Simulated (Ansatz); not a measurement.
F$_{2}$S, triplet, geometry from GFN2-xTB (a higher spin typed on purpose: for a closed-shell molecule this is an excited state); PBE/3-21G (Ansatz, a program for electronic structure).

Ansatz was given this input:
Ansatz 0.2 input:
```yaml
crystal:
  periodic: [false, false, false]
  atoms:
    - {symbol: F, position_ang: [-1.06282617, -0.59373096, -0.00094504]}
    - {symbol: S, position_ang: [-0.09238123, 0.70770983, -0.00877839]}
    - {symbol: F, position_ang: [1.22705948, -0.66441984, 0.01655107]}
basis:
  gaussian:
    orbitals: 3-21G.json
hamiltonian:
  xc: pbe
magnetization: {spin_polarized: true, initial_magnetization: 2}
```
The basis file holds 3-21G in the JSON format of the Basis Set Exchange.

Output, abridged:

```
Functional definition: PBE
321 factors; integrals over basis functions are off by at most 8.4e-5 eV
mean field evaluation 1: about -16168.8850 eV, gradient 2.8e1 eV
mean field evaluation 2: about -16075.8434 eV, gradient 1.2e2 eV
mean field evaluation 4: about -16171.4612 eV, gradient 7.2e0 eV
mean field evaluation 8: about -16171.7422 eV, gradient 6.6e-1 eV
mean field evaluation 16: about -16171.7427 eV, gradient 1.1e-4 eV
mean field evaluation 32: about -16171.7091 eV, gradient 2.1e0 eV
mean field -16171.74273112 eV, -594.3005837677 hartree, gradient 5.9e-6 eV, S^2 2.002335; 3 other end points of the search recorded, 0 dependent functions left out
reference -16171.74274791 eV, -594.3005843848 hartree; 18, 16 occupied and 13, 15 virtual orbitals, 321 factors
Total energy: -16171.74274791 eV, -594.3005843848 hartree
```
